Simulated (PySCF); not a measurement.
C8H16Si.
SMILES: `C(#C[SiH2]CC(C)(C)C)C`

Method: PySCF 2.14.0, density-fitted response routines, TDDFT wB97X-D/def2-SVPD, vertical, gas phase, core orbitals frozen in the response. Geometry: PBE0-D3(BJ)/def2-SVP, one conformer, isolated molecule. Torsions of this conformer, `[CH3:1][C:2]#[C:3][SiH2:4][CH2:5][C:6]([CH3:7])([CH3:8])[CH3:9]`: C3–Si4–C5–C6 180°, Si4–C5–C6–C7 -60°.

Computed states:

```csv
state,E (eV),f
S1,5.97,0.0000
S2,6.22,0.0024
S3,6.22,0.0012
S4,7.33,0.016
S5,7.34,0.0058
S6,7.94,0.488
S7,8.26,0.011
S8,8.33,0.0042
S9,8.38,0.0023
S10,8.46,0.0030
```

Each state is given a Gaussian of 0.5 eV full width at half maximum, with ε(max) = 2.175×10⁸ f / Δν̃ (Δν̃ the width in cm⁻¹). The width is an assumption, not a result. The curve ends short of the highest state used, and states not computed would add to its high-energy end.

Question: Give the broadened spectrum and its maxima.

Answer: 
E (eV), ε (L mol⁻¹ cm⁻¹) and a bar:
```
     5.22          0 
     5.31          0 
     5.41          0 
     5.50          1 
     5.59          2 
     5.68          8 
     5.77         21 
     5.86         46 
     5.95         87 
     6.04        135 
     6.13        176 
     6.22        192 
     6.31        175 
     6.41        128 
     6.50         81 
     6.59         44 
     6.68         29 
     6.77         42 
     6.86        101 
     6.95        234 
     7.04        460 #
     7.13        766 #
     7.22       1106 #
     7.32       1535 ##
     7.41       2238 ###
     7.50       3868 #####
     7.59       7209 #########
     7.68      12590 ###############
     7.77      19120 #######################
     7.86      24592 ##############################
```

Maxima: 199 nm (6.22 eV), ε about 190, made up of S2 (66%) and S3 (34%) (ε in L mol⁻¹ cm⁻¹; maxima over ε = 5, shares over 10%). At its high-energy end, 7.86 eV, the curve is still rising (ε about 25000, from S6).

Question: What would ε be at 6.22 eV, the highest of these maxima, with half the width (0.25 eV)?

Answer: About 384 L mol⁻¹ cm⁻¹ against 192, a factor of about 2.00; a lone state at its own centre would give exactly 2.

Question: On this curve, what absorbance would a 10⁻⁴ mol/L sample give at 222 nm over a 1 cm path?

Answer: 222 nm is 5.585 eV, where ε is about 2.3 L mol⁻¹ cm⁻¹, so A = ε c l ≈ 0.00023 (Beer–Lambert, with the gas-phase spectrum and the assumed width).

All these states lie below the vertical ionisation energy of 9.42 eV (ΔSCF).
